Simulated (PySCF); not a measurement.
# Orbital energies and ionisation energy

Species: C2H11Ge2N.
Cartesian coordinates in Å at the PBE0-D3(BJ)/def2-SVP level; atoms count from 1:
```xyz
16
C2H11Ge2N angstrom
C     -2.1553    0.3516    0.9402
N     -1.3609    0.7180   -0.2080
Ge    -0.3519   -0.5479   -1.0826
C      1.1177   -1.0040    0.1161
Ge     1.8011    0.5694    1.0650
H     -2.4819    1.2482    1.4936
H     -3.0612   -0.2480    0.7135
H     -1.5477   -0.2390    1.6460
H     -1.8347    1.3748   -0.8195
H      0.1633    0.1383   -2.3620
H     -1.1662   -1.8164   -1.4547
H      1.9340   -1.4620   -0.4645
H      0.7875   -1.7537    0.8523
H      3.1667    0.2298    1.7034
H      2.0016    1.7423    0.0877
H      0.8363    0.9922    2.1859
```

Level: CAM-B3LYP/def2-SVPD (PySCF). Frontier orbitals with their largest atomic shares (Löwdin; up to four atoms above 4 %):

| orbital | ε (eV) | main atoms |
| --- | --- | --- |
| HOMO−3 | -10.49 | Ge5 31 %, H16 24 %, H15 11 %, C4 8 % |
| HOMO−2 | -10.27 | C4 25 %, Ge5 24 %, H15 12 %, Ge3 6 % |
| HOMO−1 | -9.64 | C4 31 %, Ge5 20 %, Ge3 16 %, H14 14 % |
| HOMO | -7.99 | ? |
| LUMO | 0.96 | Ge5 28 %, Ge3 19 %, C1 9 %, H14 5 % |
| LUMO+1 | 1.21 | Ge3 19 %, C4 14 %, Ge5 13 %, H10 8 % |
| LUMO+2 | 1.44 | Ge3 28 %, Ge5 23 %, H10 7 %, H16 6 % |

Question: What vertical ionisation energy does ΔSCF give, and how far is −ε(HOMO) from it?

Answer: ΔSCF: 8.67 eV (837 kJ/mol; threshold wavelength 143 nm); ⟨S²⟩ of the doublet left behind is 0.757, against 0.75 for a pure doublet. −ε(HOMO) is 7.99 eV, 0.68 eV below it. For the exact functional −ε(HOMO) would equal the first vertical ionisation energy; CAM-B3LYP (range-separated hybrid) falls short of its own ΔSCF value by 8 %. Holes in the HOMO−1 and HOMO−2 were tried too where these lie within 1.2 eV of the HOMO; the lowest converged state counts.

Question: On which atoms does the HOMO lie?

Answer: N2 (nitrogen bonded to C, Ge and H) 58 %, C1 (N-methyl carbon) 12 %, Ge3 (germanium bonded to C, N and 2 H) 8 %, H7 (methyl hydrogen) 6 %, so more than half of it is on one atom. The HOMO−1 lies 1.65 eV lower.

Question: With α = 95.6 au, estimate the like-pair dispersion coefficient by London's formula C6 = (3/4)α²I.

Answer: I = 0.3187 Eh, so C6 ≈ 2190 au; the Casimir–Polder integral at the same level gives 3330 au, 1.52 times as much.

Question: What kinetic energy would electrons from this vertical process carry with He II light (40.814 eV)?

Answer: 40.81 − 8.67 = 32.14 eV.

Question: What total energies stand behind the ΔSCF value?

Answer: E(N) = -4291.12969 Eh and E(N − 1) = -4290.81094 Eh at the same geometry, 0.31875 Eh apart.

One conformer (not necessarily the lowest) at the PBE0-D3(BJ)/def2-SVP geometry, without solvent, vibrations or thermal averaging. The calculation is non-relativistic, for germanium too.
